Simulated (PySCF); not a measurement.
Electronic absorption of C3H5FOSi

Species: C3H5FOSi.
SMILES with atom numbers: `[O:1]=[CH:2]/[CH:3]=[C:4](\[F:5])[SiH3:6]` (hydrogens: H7 on C2; H8 on C3; H9, H10, H11 on Si6)

Method used: PySCF, TDDFT wB97X-D/def2-SVPD, vertical, gas phase, core orbitals frozen in the response. One conformer (not necessarily the lowest) at the GFN2-xTB geometry, without solvent, vibrations or thermal averaging. Torsions of this conformer, `[O:1]=[CH:2]/[CH:3]=[C:4](\[F:5])[SiH3:6]`: O1–C2–C3–C4 180°.

```tsv
state	E (eV)	E (hartree)	f	|μ| (D)	symmetry	main configurations (H = HOMO, L = LUMO)
S1	3.64	0.1337	0.0007	0.22	–	H→L (93%)
S2	5.84	0.2148	0.544	4.95	A′	H-1→L (96%)
S3	6.67	0.2452	0.0027	0.33	A″	H-2→L (79%), H→L+6 (13%)
S4	7.46	0.2743	0.0001	0.05	–	H→L+6 (63%), H-2→L (14%)
S5	7.55	0.2776	0.0073	0.51	A″	H-1→L+1 (84%)
S6	7.75	0.2848	0.0029	0.31	A′	H→L+1 (57%), H→L+5 (23%)
S7	8.07	0.2967	0.0029	0.31	A″	H-3→L (47%), H-1→L+3 (29%), H-6→L (9%)
S8	8.14	0.2993	0.027	0.94	A′	H→L+5 (38%), H→L+1 (25%), H→L+8 (11%)
```

Triplets (Tamm–Dancoff): T1 3.14 eV, H→L (91%); T2 3.55 eV, H-1→L (94%); T3 6.12 eV, H-2→L (77%), H→L+6 (11%).

The lowest singlet comes at 341 nm (351 kJ/mol) in the ultraviolet; it is very weak; its leading configuration is HOMO→LUMO (93%). The most intense listed level is S2 at 5.84 eV (212 nm, f = 0.544), 2.21 eV above S1. Löwdin shares by element: HOMO oxygen 61%, carbon 24% or more, hydrogen 8% or more; LUMO carbon 61%, oxygen 21% (atoms not listed hold the other 18%). Orbital energies (eV): HOMO-3 -12.64, HOMO-2 -12.23, HOMO-1 -10.18, HOMO -9.58, LUMO -0.46, LUMO+1 1.66, LUMO+2 1.90. The listed states span 4.51 eV, and the widest gap between neighbours is 2.21 eV (S1 to S2). Weighted by f, the mean energy of these states is 5.99 eV. No computed singlet lies in the visible range (380 to 750 nm); the lowest, at 341 nm, stands 0.37 eV above its violet end (3.26 eV); a Tamm–Dancoff triplet lies at 395 nm, without intensity as long as spin–orbit coupling is left out. Symmetry labels in Cs follow from the direction of the transition dipole and are given only for states with f of 0.002 or more. Only the lowest 8 singlets were computed, as vertical energies without vibronic structure.

The run took 39 s of wall time on one thread, Arm Neoverse N1 (aarch64), on a shared host, and the process peaked at 0.71 GiB of memory.
